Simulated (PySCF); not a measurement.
CH8FNOSi2, SMILES O[SiH2]N[SiH2]CF.

The structure is a stationary point at B3LYP-D3(BJ)/def2-SVP. This is a generated structure with no PubChem entry under its InChIKey; it may be hypothetical. Other conformers were not sampled.

These are PySCF with PBE/def2-TZVP values and carry that method's errors.

Computed frontier levels, gap, dipole moment and polarisability:
```
Property                                                                                                        Value
---------------------------------------------------------------------------------------------  ----------------------
highest occupied level                                                                                       -6.33 eV
lowest empty level                                                                                           -0.76 eV
orbital gap                                                                                                   5.58 eV
dipole moment                                                                                                  2.05 D
quadrupole, principal values (traceless, Buckingham form, about the centre of nuclear charge)  -7.16, -0.96, 8.12 D·Å
mean static polarisability                                                                      77.6 bohr³ (11.50 Å³)
polarisability, principal values                                                               68.8, 72.5, 91.5 bohr³
```
